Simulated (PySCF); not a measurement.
Molecule: SMILES CN(C)C=C1C=C1, C$_{6}$H$_{9}$N.

Geometry (Å), atoms numbered from 1 in this order:
```xyz
16

C    -1.7607    0.4458    1.2933
N    -0.6965    0.7367    0.3577
C    -1.0494    0.4267   -1.0067
C     0.5703    0.2638    0.7701
C     1.4440   -0.3722    0.0246
C     2.7769   -0.9324   -0.1862
C     1.9581   -0.9380   -1.2196
H    -1.4480    0.7374    2.2946
H    -2.6416    1.0283    1.0211
H    -2.0371   -0.6197    1.3097
H    -0.2626    0.7886   -1.6663
H    -1.1888   -0.6518   -1.1790
H    -1.9788    0.9398   -1.2548
H     0.7969    0.4917    1.8027
H     3.7293   -1.1598    0.2273
H     1.7803   -1.1759   -2.2409
```

Frames of a GFN2-xTB Langevin trajectory at 300 K; GIAO PBE0/pcSseg-1 shieldings in PySCF 2.14, gas phase, non-relativistic; equivalent atoms averaged within each frame.

δ = σ(ref) − σ, references computed at the same level: 13C (σ = 186.93 ppm) and 1H (σ = 31.72 ppm) against TMS; NH3 for 15N (σ = 267.73 ppm). The references are static minima.

Q: How do the shifts (ppm) fluctuate along the trajectory?

A: 
```csv
time (fs),C7,C6,C4,C5,C1/C3,N2,H16,H15,H14,H8/H9/H10/H11/H12/H13
250,142.7,141.3,107.9,95.7,41.2,36.2,8.71,7.81,4.72,3.24
425,149.9,137.6,110.0,100.8,40.9,57.3,9.27,7.95,5.87,1.72
625,149.9,143.4,107.3,101.5,44.1,64.9,9.44,8.05,5.98,2.52
800,130.2,149.8,111.7,103.2,45.3,64.6,7.77,8.87,5.59,2.16
1000,150.5,135.7,112.8,112.9,48.8,27.8,9.61,8.89,5.89,3.15
mean of frames,144.6,141.6,109.9,102.8,44.1,50.2,8.96,8.31,5.61,2.56
standard deviation,8.7,5.5,2.4,6.3,3.2,17.1,0.75,0.52,0.52,0.65
```

5 frames give an uncertainty of the mean of about the standard deviation over 2.2 at best, since frames this close in time may not be independent; classical motion lacks zero-point vibration, and the reference would need the same averaging.
